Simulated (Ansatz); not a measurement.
```yaml
crystal:
  periodic: [false, false, false]
  atoms:
    - {symbol: C, position_ang: [0.820665, -2.806053, 0.773147]}
    - {symbol: C, position_ang: [0.574036, -1.728787, 0.158698]}
    - {symbol: Sn, position_ang: [0.156847, 0.102847, -0.897214]}
    - {symbol: Cl, position_ang: [-1.416902, -0.351924, -2.673879]}
    - {symbol: Cl, position_ang: [2.190925, 0.897336, -1.932281]}
    - {symbol: C, position_ang: [-0.640415, 1.653896, 0.368703]}
    - {symbol: C, position_ang: [-1.108450, 2.567481, 1.107066]}
    - {symbol: H, position_ang: [1.039228, -3.760404, 1.317036]}
    - {symbol: H, position_ang: [-1.523009, 3.376995, 1.760662]}
basis:
  gaussian: {orbitals: def2-TZVP}
total_charge: -1
magnetization: {spin_polarized: true, initial_magnetization: 1}
hamiltonian: {xc: {name: wB97M-V}, dispersion: rvv10}
output: {forces: true}
```

```sh
$ ansatz run in.yaml --threads 4 --pin off --events-out ev --progress --plain --max-ram 11315MiB
```

(1) How does Ansatz answer? (Estimate.)

## Answers

(1) Ansatz gave: The program refused the input.
```
Error: invalid value for `hamiltonian.dispersion`: this functional's text states its nonlocal part
```
